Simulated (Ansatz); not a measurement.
Species: H$_{4}$S$_{4}$Si, SMILES `S[Si](S)(S)S` (charge 0, multiplicity 1).

Q: Give a relaxed geometry from PBE0-D3(BJ)/def2-TZVP (Ansatz, a quantum-chemistry and plane-wave program).

A: One answer among several that fit: the end point of this relaxation, one of several conformers (outside a Z-matrix the atoms follow the SMILES, hydrogens last).
Z-matrix (Å, degrees):
```
Si
S 1 2.1261
H 2 1.3455 1 93.92
S 1 2.1261 2 115.62 3 65.64
H 4 1.3455 1 93.92 2 65.64
S 1 2.1261 2 106.49 3 -52.40
H 6 1.3455 1 93.92 2 176.34
S 1 2.1261 2 106.49 3 -176.31
H 8 1.3455 1 93.92 2 52.43
```
